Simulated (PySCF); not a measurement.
CH3O, doublet, geometry from GFN2-xTB, with bond 5-1 at 1.8 times its length; CASSCF(5,5)/cc-pVDZ run with PySCF.

Here is a job for PySCF.
```python
from pyscf import gto, scf, mcscf
import numpy

mol = gto.Mole()
mol.atom = '''
    C     0.00737565   -0.54258092   -0.03551608
    O    -0.02399647    0.76721111    0.02617374
    H     1.05649778   -0.91275134    0.04462160
    H    -0.43522191   -0.98812215    0.88627883
    H    -0.85830490   -1.33232912   -1.64053610
'''
mol.basis = 'cc-pvdz'
mol.spin = 1
mol.verbose = 4
mol.build()

mf = scf.ROHF(mol)
mf.kernel()
mc = mcscf.CASSCF(mf, 5, 5)
mc.fix_spin_(ss=0.75)
mc = mc.newton()
mc.kernel()
occ = numpy.linalg.eigvalsh(mc.fcisolver.make_rdm1(mc.ci, mc.ncas, mc.nelecas))[::-1]
ss = mc.fcisolver.spin_square(mc.ci, mc.ncas, mc.nelecas)[0]
print('natural occupations', occ.round(4), ' <S^2>', round(ss, 4))
```

It wrote (shortened):

```
PySCF version 2.14.0

[INPUT] verbose = 4
[INPUT] num. atoms = 5
[INPUT] num. electrons = 17
[INPUT] charge = 0
[INPUT] spin (= nelec alpha-beta = 2S) = 1
[INPUT] symmetry False subgroup None
[INPUT] Mole.unit = angstrom
[INPUT] Symbol           X                Y                Z      unit          X                Y                Z       unit  Magmom
[INPUT]  1 C      0.007375650000  -0.542580920000  -0.035516080000 AA    0.013937958491  -1.025329339215  -0.067115664218 Bohr   0.0
[INPUT]  2 O     -0.023996470000   0.767211110000   0.026173740000 AA   -0.045346756256   1.449818877624   0.049461200256 Bohr   0.0
[INPUT]  3 H      1.056497780000  -0.912751340000   0.044621600000 AA    1.996491455411  -1.724850052430   0.084322603240 Bohr   0.0
[INPUT]  4 H     -0.435221910000  -0.988122150000   0.886278830000 AA   -0.822450213310  -1.867280241116   1.674824258700 Bohr   0.0
[INPUT]  5 H     -0.858304900000  -1.332329120000  -1.640536100000 AA   -1.621961192372  -2.517737144583  -3.100163926462 Bohr   0.0

nuclear repulsion = 33.1212887286472
number of shells = 19
number of NR pGTOs = 73
number of NR cGTOs = 43
basis = cc-pvdz
ecp = {}

******** <class 'pyscf.scf.rohf.ROHF'> ********
method = ROHF
initial guess = minao
damping factor = 0
level_shift factor = 0
DIIS = <class 'pyscf.scf.diis.CDIIS'>
diis_start_cycle = 1
diis_space = 8
diis_damp = 0
SCF conv_tol = 1e-09
SCF conv_tol_grad = None
SCF max_cycles = 50
direct_scf = True
direct_scf_tol = 1e-13
num. doubly occ = 8  num. singly occ = 1
Set gradient conv threshold to 3.16228e-05
init E= -114.083788839025
  HOMO = -0.236620651748602  LUMO = -0.00395726330602031  gap/eV = 6.33109
cycle= 1 E= -114.105743649123  delta_E= -0.022  |g|= 0.722  |ddm|=  1.3
  HOMO = -0.252157130778343  LUMO = 0.0560704906494793  gap/eV = 8.38730
cycle= 2 E= -113.784509157549  delta_E= 0.321  |g|= 1.29  |ddm|= 1.22
  HOMO = -0.281752870256803  LUMO = 0.0508515168788675  gap/eV = 9.05063
cycle= 3 E= -114.247353840687  delta_E= -0.463  |g|= 0.256  |ddm|= 1.07
  HOMO = -0.259537053535996  LUMO = 0.0914951411699754  gap/eV = 9.55207
cycle= 4 E= -114.274590809562  delta_E= -0.0272  |g|= 0.102  |ddm|= 0.166
  HOMO = -0.238323966562334  LUMO = 0.0912408783776719  gap/eV = 8.96792
cycle= 5 E= -114.281856972439  delta_E= -0.00727  |g|= 0.0446  |ddm|= 0.105
  HOMO = -0.217318497039726  LUMO = 0.0905759704604199  gap/eV = 8.37824
cycle= 6 E= -114.284611130887  delta_E= -0.00275  |g|= 0.0136  |ddm|= 0.0974
  HOMO = -0.210734878438104  LUMO = 0.0901878188289866  gap/eV = 8.18852
cycle= 7 E= -114.284818647403  delta_E= -0.000208  |g|= 0.00789  |ddm|= 0.0373
  HOMO = -0.208450937560607  LUMO = 0.0905220060890701  gap/eV = 8.13547
cycle= 8 E= -114.284847452775  delta_E= -2.88e-05  |g|= 0.00552  |ddm|= 0.00665
  HOMO = -0.209594005317612  LUMO = 0.0908152886310227  gap/eV = 8.17455
cycle= 9 E= -114.284858835738  delta_E= -1.14e-05  |g|= 0.00232  |ddm|= 0.00472
  HOMO = -0.209307463778433  LUMO = 0.0907013823559177  gap/eV = 8.16366
cycle= 10 E= -114.284860967926  delta_E= -2.13e-06  |g|= 0.000277  |ddm|= 0.00258
  HOMO = -0.209373881007797  LUMO = 0.0907793866045483  gap/eV = 8.16759
cycle= 11 E= -114.284861020296  delta_E= -5.24e-08  |g|= 7.65e-05  |ddm|= 0.000584
  HOMO = -0.209354867603277  LUMO = 0.0907652275827355  gap/eV = 8.16668
cycle= 12 E= -114.284861025616  delta_E= -5.32e-09  |g|= 2.92e-05  |ddm|= 0.000183
  HOMO = -0.209361839600335  LUMO = 0.0907685809198755  gap/eV = 8.16696
cycle= 13 E= -114.284861026728  delta_E= -1.11e-09  |g|= 1.5e-05  |ddm|= 6.33e-05
  HOMO = -0.209358994955916  LUMO = 0.0907672284084042  gap/eV = 8.16685
cycle= 14 E= -114.284861027033  delta_E= -3.05e-10  |g|= 3.95e-06  |ddm|= 3.56e-05
  HOMO = -0.20935825514547  LUMO = 0.0907669221847835  gap/eV = 8.16682
Extra cycle  E= -114.284861027048  delta_E= -1.42e-11  |g|= 2.27e-06  |ddm|= 8.38e-06
converged SCF energy = -114.284861027048

******** <class 'pyscf.mcscf.newton_casscf.CASSCF'> ********
CAS (3e+2e, 5o), ncore = 6, nvir = 32
max_cycle_macro = 50
max_cycle_micro = 10
conv_tol = 1e-07
conv_tol_grad = None
orbital rotation max_stepsize = 0.03
augmented hessian ah_max_cycle = 30
augmented hessian ah_conv_tol = 1e-12
augmented hessian ah_linear dependence = 1e-14
augmented hessian ah_level shift = 1e-08
augmented hessian ah_start_tol = 500
augmented hessian ah_start_cycle = 3
augmented hessian ah_grad_trust_region = 3
kf_trust_region = 3
kf_interval = 5
natorb = False
canonicalization = True
internal_rotation = False
******** <class 'pyscf.fci.addons.SpinPenaltyFCISolver'> ********
max. cycles = 50
conv_tol = 1e-08
davidson only = True
linear dependence = 1e-12
level shift = 0.001
max iter space = 12
nroots = 1
pspace_size = 400
spin = None

WARN: SO-CASSCF (Second order CASSCF) is an experimental feature. Its performance is bad for large systems.

CASCI E = -114.326635473308  dE = -114.32664  S^2 = 0.7500000
Set conv_tol_grad to 0.000316228
macro 1 (17 JK  13 micro), CASSCF E = -114.343480211117  dE = -0.01684  |grad|=0.185  S^2 = 0.7500000
macro 2 (21 JK  15 micro), CASSCF E = -114.347578433343  dE = -0.004098  |grad|=0.0132  S^2 = 0.7500000
macro 3 (11 JK  7 micro), CASSCF E = -114.347706338934  dE = -0.0001279  |grad|=0.0118  S^2 = 0.7500000
macro 4 (11 JK  7 micro), CASSCF E = -114.348143709789  dE = -0.0004374  |grad|=0.0121  S^2 = 0.7500000
macro 5 (10 JK  6 micro), CASSCF E = -114.350514143344  dE = -0.00237  |grad|=0.0144  S^2 = 0.7500000
macro 6 (10 JK  6 micro), CASSCF E = -114.356239248946  dE = -0.005725  |grad|=0.0273  S^2 = 0.7500000
macro 7 (10 JK  6 micro), CASSCF E = -114.363162406072  dE = -0.006923  |grad|=0.0291  S^2 = 0.7500000
macro 8 (11 JK  7 micro), CASSCF E = -114.366844859998  dE = -0.003682  |grad|=0.00708  S^2 = 0.7500000
macro 9 (19 JK  12 micro), CASSCF E = -114.366872928333  dE = -2.807e-05  |grad|=5.51e-05  S^2 = 0.7500000
macro 10 (7 JK  3 micro), CASSCF E = -114.366872936142  dE = -7.809e-09  |grad|=3.19e-05  S^2 = 0.7500000
newton CASSCF converged in 10 macro (25 KF 102 Hx) steps
CASSCF canonicalization
Density matrix diagonal elements [1.76916321 1.97739491 1.02797287 0.18376922 0.04169978]
CASSCF energy = -114.366872936142
CASCI E = -114.366872936142  E(CI) = -6.50967743849847  S^2 = 0.7500000
natural occupations [1.9775 1.8193 1.0017 0.1804 0.0211]  <S^2> 0.75
```
